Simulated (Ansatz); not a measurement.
The cluster CoS₂⁻ (the lowest singlet isomer of a short search), 3 atoms. Hardware: 4 threads of Arm Neoverse V2 on a shared host.

The 6-31G sets use Cartesian d functions. Correlated methods freeze 15 core orbitals; core or outer-core shells of Co are correlated, in sets that lack core-valence functions.

How many basis functions does each of these Ansatz runs have, and roughly what does it cost? PBE0-D4/def2-SVP, charge 0 doublet at the geometry of the charge -1 singlet, energy with a search over starts; r2SCANh-D4/def2-TZVPD, charge -1 triplet, energy, from earlier orbitals; HSE06-D4/def2-TZVPD, charge -1 triplet, energy, from earlier orbitals; BLYP-D4/def2-TZVPD, charge -1 quintet, energy, from earlier orbitals; PBE-D4/def2-TZVPD, charge -1 singlet, energy, from earlier orbitals; HF/def2-TZVPD, charge -1 quintet, energy, from earlier orbitals; PBE0-D4/def2-SVP, charge -1 singlet, energy with a search over starts; PBE-D4/def2-TZVPD, charge -1 quintet, energy, from earlier orbitals; HF/6-31G, charge -1 quintet, energy; CCSD(T)/def2-TZVPPD, charge -1 singlet, energy, from earlier orbitals; PBE0-D4/def2-TZVPD, charge -1 quintet, relaxation, 4 steps; PBE0-D4/def2-SVP, charge -1 quintet, energy with a search over starts.

Other jobs shared the machine, so times can vary by a factor of up to 3. A dash marks memory too small to be measured apart from the calling script's.

```json
{"run": "HF/6-31G, charge -1 quintet, energy", "functions": "55", "fitting or Cholesky vectors": "565", "wall time": "0.8 s", "peak host memory (GiB)": "–"}
{"run": "PBE-D4/def2-TZVPD, charge -1 singlet, energy, from earlier orbitals", "functions": "140", "fitting or Cholesky vectors": "1049", "wall time": "1.1 s", "peak host memory (GiB)": "–"}
{"run": "PBE0-D4/def2-SVP, charge -1 singlet, energy with a search over starts", "functions": "67", "fitting or Cholesky vectors": "652", "wall time": "2.1 s", "peak host memory (GiB)": "–"}
{"run": "PBE0-D4/def2-SVP, charge -1 quintet, energy with a search over starts", "functions": "67", "fitting or Cholesky vectors": "652", "wall time": "2.9 s", "peak host memory (GiB)": "–"}
{"run": "HF/def2-TZVPD, charge -1 quintet, energy, from earlier orbitals", "functions": "140", "fitting or Cholesky vectors": "999", "wall time": "3.2 s", "peak host memory (GiB)": "–"}
{"run": "PBE-D4/def2-TZVPD, charge -1 quintet, energy, from earlier orbitals", "functions": "140", "fitting or Cholesky vectors": "1049", "wall time": "4.1 s", "peak host memory (GiB)": "–"}
{"run": "BLYP-D4/def2-TZVPD, charge -1 quintet, energy, from earlier orbitals", "functions": "140", "fitting or Cholesky vectors": "1049", "wall time": "4.5 s", "peak host memory (GiB)": "–"}
{"run": "HSE06-D4/def2-TZVPD, charge -1 triplet, energy, from earlier orbitals", "functions": "140", "fitting or Cholesky vectors": "1195", "wall time": "7.5 s", "peak host memory (GiB)": "0.7"}
{"run": "PBE0-D4/def2-TZVPD, charge -1 quintet, relaxation, 4 steps", "functions": "140", "fitting or Cholesky vectors": "1195", "wall time": "8.5 s", "peak host memory (GiB)": "–"}
{"run": "r2SCANh-D4/def2-TZVPD, charge -1 triplet, energy, from earlier orbitals", "functions": "140", "fitting or Cholesky vectors": "1063", "wall time": "15 s", "peak host memory (GiB)": "0.71"}
{"run": "PBE0-D4/def2-SVP, charge 0 doublet at the geometry of the charge -1 singlet, energy with a search over starts", "functions": "67", "fitting or Cholesky vectors": "652", "wall time": "31 s", "peak host memory (GiB)": "–"}
{"run": "CCSD(T)/def2-TZVPPD, charge -1 singlet, energy, from earlier orbitals", "functions": "169", "fitting or Cholesky vectors": "1061", "wall time": "56 s", "peak host memory (GiB)": "0.99"}
```
